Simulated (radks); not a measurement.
Results of a calculation; reference values are marked as such.
Ionisation of Ni2+, [Ar] 3d8, to Ni3+, [Ar] 3d7, under several functionals. Non-relativistic Kohn-Sham, spin-polarised, spherical densities, point nucleus; open shells are filled with parallel spins first; a radial shooting solver on a logarithmic mesh with Libxc functionals.

functional,E(Ni2+) (hartree),Exc (hartree),IE (eV),-e(HOMO) (eV),<r> HOMO (bohr),IE error (eV)
OLYP,-1507.72932,-63.05769,36.113,27.329,0.9745,+0.926
TASK exchange with Perdew-Wang LDA correlation,-1506.70637,-62.05528,35.092,26.428,0.9586,-0.095
exchange-only B88,-1506.14778,-61.37513,34.874,26.228,0.9832,-0.313
revPBE,-1507.21221,-62.47316,36.036,27.284,0.9762,+0.849
PBE,-1507.05876,-62.31215,36.169,27.419,0.9769,+0.982
Wu-Cohen GGA,-1506.63605,-61.88725,36.191,27.432,0.9739,+1.004

NIST Atomic Spectra Database: 35.19 eV (measured). Closest: TASK exchange with Perdew-Wang LDA correlation. The Delta-SCF values span 1.32 eV, the total energies 1.58 hartree. The highest occupied level is 3d. Open shells are spherical and high-spin; term and fine-structure splittings are not resolved.
